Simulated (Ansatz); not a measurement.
CH3AlF2O, SMILES `C[O][Al]([F])[F]`. The species carries charge 0 and has multiplicity 1.

```xyz
8

C    -0.170   -1.172   -0.524
O     0.181    0.185   -0.551
Al    0.238    1.445    0.530
F     0.735    2.918    0.028
F    -0.191    1.263    2.101
H    -0.495   -1.500    0.470
H     0.687   -1.781   -0.824
H    -0.984   -1.357   -1.231
```

Question: List the harmonic frequencies (cm⁻¹, unscaled) at PBE0-D4/def2-TZVP in Ansatz. (An estimate is asked.)

Answer: Ansatz gave: 79, 90, 108, 236, 284, 295, 632, 876, 941, 1185, 1193, 1245, 1489, 1496, 1502, 3021, 3090, 3099.

Question: Is this a minimum?

Answer: Yes, all 18 modes are real.

Question: Give the ideal-gas thermochemistry at 298.15 K and 1 bar (rigid rotor, harmonic oscillator; point group Cs, symmetry number 1).

Answer: Zero-point energy 124.8 kJ/mol; H(298) − E = 145.0 kJ/mol; entropy 346.3 J/(mol·K), of which translation 165.8, rotation 111.5, vibration 69.1; G(298) − E = 41.8 kJ/mol. Modes under 100 cm⁻¹ are hindered rotations or soft bends, so the harmonic entropy is rough.

Question: Rotational constants (cm⁻¹)?

Answer: 0.2155, 0.09088, 0.0647.
